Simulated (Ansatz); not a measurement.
`[NH2][Al]([F])[SH]` → `[NH2][Al][F]`• + `[SH]`•  (homolysis of the Al–S bond)

Gas-phase electronic energies from Ansatz, PBE0-D4/def2-TZVP geometries. CBS: MP2 limit from def2 TZ/QZ plus the TZ coupled-cluster correction, frozen cores. This one scheme is used for every species. DFT in def2-TZVPP. No spin–orbit coupling; open shells (•) take unrestricted orbitals. Each species was taken in one conformer, which may not be the lowest.

`[NH2][Al]([F])[SH]`:

Z-matrix (Å, degrees):
```
N
Al 1 1.752
H 1 1.007 2 124.5
H 1 1.006 2 124.8 3 -180.0
F 2 1.648 1 119.4 3 -0.1
S 2 2.172 1 121.8 3 179.9
H 6 1.345 2 91.8 1 179.9
```

`[NH2][Al][F]`•:

Z-matrix (Å, degrees):
```
N
Al 1 1.765
H 1 1.009 2 124.2
H 1 1.007 2 124.8 3 180.0
F 2 1.658 1 117.4 3 -0.0
```

`[SH]`•:

Cartesian coordinates in Å:
```
S -0.094 -0.638 -0.192
H 0.094 0.638 0.192
```

```tsv
level	ΔE (eV)
CAM-B3LYP	4.06
CCSD/def2-SVP	3.96
```

Q: What does CCSD(T)/CBS give? (Estimate.)

A: The calculation gave: +4.30 eV. The listed levels differ from it by -0.24, -0.34 eV.

Largest T1 diagnostic among the species: 0.014.

At CCSD(T), def2-SVP lies −0.29 eV from the extrapolated value and def2-TZVPP −0.14 eV: correlation converges slowly with the basis, and small sets miss more of it in the bonded molecule than in its fragments. In def2-TZVPP, CCSD(T) changes the Hartree–Fock value by +1.03 eV (the triples alone add +0.08 eV) and MP2 by +1.14 eV; breaking electron pairs costs correlation energy, which Hartree–Fock lacks.
